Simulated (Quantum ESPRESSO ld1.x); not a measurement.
Species: Ba22+. Configuration: [Ar] 3d10 4s2 4p4 (the NIST ground configuration).

Method: Dirac Kohn-Sham, PW91, spin-unpolarised, spherical densities, point nucleus; open shells are shared between the two j in proportion to 2j + 1; computed with ld1.x of Quantum ESPRESSO 7.5.

Energy parts (Ry):
| part | energy |
|---|---|
| total | -15853.30 |
| kinetic | 16953.30 |
| electron-nucleus | -36937.94 |
| Hartree | 4484.40 |
| exchange-correlation | -353.06 |

Orbitals (lengths in bohr, moments of r in powers of bohr; <r^-3> diverges for s and p1/2):
orbital     occ.  eigenvalue (Ry)  <r^-3>
1s1/2          2       -2784.1497       -
2s1/2          2        -479.3649       -
2p1/2          2        -454.4694       -
2p3/2          4        -426.3430    6310
3s1/2          2        -135.8071       -
3p1/2          2        -125.4085       -
3p3/2          4        -119.8373    1282
3d3/2          4        -101.7791   210.1
3d5/2          6        -100.5741   192.4
4s1/2          2         -57.0916       -
4p1/2    1.33333         -53.0258       -
4p3/2    2.66667         -51.5035   355.1

The highest occupied level is 4p3/2 at -700.74 eV. For comparison, the ionisation energy in NIST's Atomic Spectra Database is 717 eV (theoretical). In exact Kohn-Sham theory the highest level is minus the ionisation energy, but local and semilocal functionals leave it too shallow, through self-interaction and a potential that decays too fast; potentials with the right tail come closer. The density falls to 0.001 e/bohr^3 at r = 1.48 bohr. Summed over all electrons, <r^2> = 4.311 bohr^2, which gives a Langevin (diamagnetic) susceptibility term of -3.41 x 10^-6 cm^3/mol.

Beside tabulated values, note that spin-unpolarised runs miss the spin-polarisation part of the exchange energy of open shells.
